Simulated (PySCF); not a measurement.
SMILES [SiH3][ZnH] at its B3LYP/def2-SVP optimised geometry (Å):

```
6

Zn     0.6981    -0.1683     0.0000
H      2.2603    -0.1683     0.0000
Si    -1.6938    -0.1671     0.0019
H     -2.2603    -1.1668    -0.9598
H     -2.2578     1.1668    -0.3823
H     -2.2571    -0.5001     1.3499
```

Level of theory: B3LYP/def2-TZVP (PySCF). Cells within 0.4 Å of a nucleus heavier than hydrogen are left out (blank, or x).

Map of the Laplacian of the electron density (e/bohr⁵), clipped to [-1.50, 1.50] on the plane z = 0.0 Å:

```
|55555555555555555555555555555|
|55555555555555555555555555555|
|55555555555555555555555555555|
|55555555555555555555555555555|
|55555555555555555555555555555|
|55555555555555555555555555555|
|55555555555555555555555555555|
|55555555555555555555555555555|
|55555555555555555555555555555|
|55555555555555555555555555555|
|55555554455555555555555555555|
|55555544455555555555555555555|
|55555554455555568755555555555|
|55555555999445799995445555555|
|55555559xx954599xx95404555555|
|55555559xx954599xx96304555555|
|55555556999445799995445555555|
|55555555555555568755555555555|
|55555555555555555555555555555|
|55555555555555555555555555555|
|55555555555555555555555555555|
|55555555555555555555555555555|
|55555555555555555555555555555|
|55555555555555555555555555555|
|55555555555555555555555555555|
|55555555555555555555555555555|
|55555555555555555555555555555|
|55555555555555555555555555555|
|55555555555555555555555555555|
```
Scale: ten equal steps from -1.50 (start of '0') to 1.50 (end of '9'), in the order '0123456789'; x runs from -4.50 to 4.50, y from -4.50 (bottom) to 4.50 (top).
